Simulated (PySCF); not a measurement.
## SrCa and its ions

r²SCAN; basis Sr def2-SVPD with ECP28, Ca def2-SVPD; scalar-relativistic core potentials; PySCF 2.14. Neutral (UKS): singlet (closed shell), Re = 4.388 Å, ωe = 68.7 cm⁻¹, De = 0.23 eV, HOMO -3.22 eV, LUMO -1.87 eV.

SrCa⁺ (UKS): doublet (σ ↑), Re = 4.065 Å, ωe = 102 cm⁻¹, De = 1.07 eV to Sr⁺ + Ca. The energies at the minima are -708.11014 hartree for SrCa and -707.94164 for SrCa⁺.

(1) Work out the adiabatic ionisation energy, without and with harmonic zero-point energies (1 hartree = 27.2114 eV, 1 eV = 8065.5 cm⁻¹), and the change of the bond length.

Closed-shell solutions of metal pairs were not tested for spin polarisation, which can lower them a little. Weak bonds: SrCa. Basis-set superposition, not corrected here, can be much of De in a small basis, most of all at correlated wavefunction levels. Spin–orbit coupling is left out. For an ion De counts to the pair picked by the measured ionisation energies or electron affinities, which need not be the lowest pair at this level. States were picked by a PBE0 search and need not be the measured ground states.

Results:

(1) At r²SCAN: 0.16850 hartree = 4.585 eV between the minima; the zero-point term (102.0 − 68.7)/2 cm⁻¹ = +0.002 eV makes it 4.587 eV. Re changes by -32.3 pm against the neutral. Minus the HOMO energy is 3.22 eV, -1.37 eV from the value between the minima; self-interaction puts the Kohn–Sham level too high, less so with exact exchange. The electron leaves a σ orbital, and the shorter bond of the ion fits an antibonding orbital, or a change in how ionic the bond is.
